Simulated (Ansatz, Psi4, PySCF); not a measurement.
O2Ti (SMILES [O]=[Ti]=[O]), singlet, geometry from GFN2-xTB (such geometries of metal compounds can be far from the true shape). Base run: BLYP/STO-3G (PySCF).

Geometry (Å):
```xyz
3

Ti     0.2390     0.0457     0.2866
O      0.6953     0.1167    -1.2766
O     -1.3525    -0.2425     0.4886
```
All else is at PySCF's defaults.

The same geometry, method and basis name were run in Ansatz (a program for electronic structure) and Psi4 and PySCF, at each program's defaults and at the settings that a row names. The base is PySCF at its defaults. Differences at the defaults can come from grids, fitting, cores and function types together.

| code and settings | ΔE vs base (mEh) | basis functions | E (Eh) | SCF cycles | dipole (D) |
|---|---|---|---|---|---|
| PySCF, defaults (exact integrals, its default grid, spherical functions) | 0.000 | 28 | -989.02440 | 12 | 4.18 |
| Psi4, defaults (density fitting with its default set, its default grid, spherical functions) | [?] | 28 | [?] | 11 | 4.18 |
| Ansatz, defaults (factorised integrals, its default grid, spherical functions) | -0.003 | 28 | -989.02441 | - | - |
| PySCF, density fitting with def2-universal-jkfit | [?] | 28 | [?] | 12 | 4.18 |
| PySCF, fine grid | -0.001 | 28 | -989.02441 | 12 | 4.18 |
| Psi4, exact integrals, spherical functions, fine grid | 0.001 | 28 | -989.02440 | 12 | 4.18 |
| Ansatz, high accuracy | -0.001 | 28 | -989.02440 | - | - |

Task: Fill in the missing entries.

Result: 
- Psi4, defaults (density fitting with its default set, its default grid, spherical functions), ΔE vs base (mEh): -2.007
- Psi4, defaults (density fitting with its default set, its default grid, spherical functions), E (Eh): -989.02641
- PySCF, density fitting with def2-universal-jkfit, ΔE vs base (mEh): -1.919
- PySCF, density fitting with def2-universal-jkfit, E (Eh): -989.02632
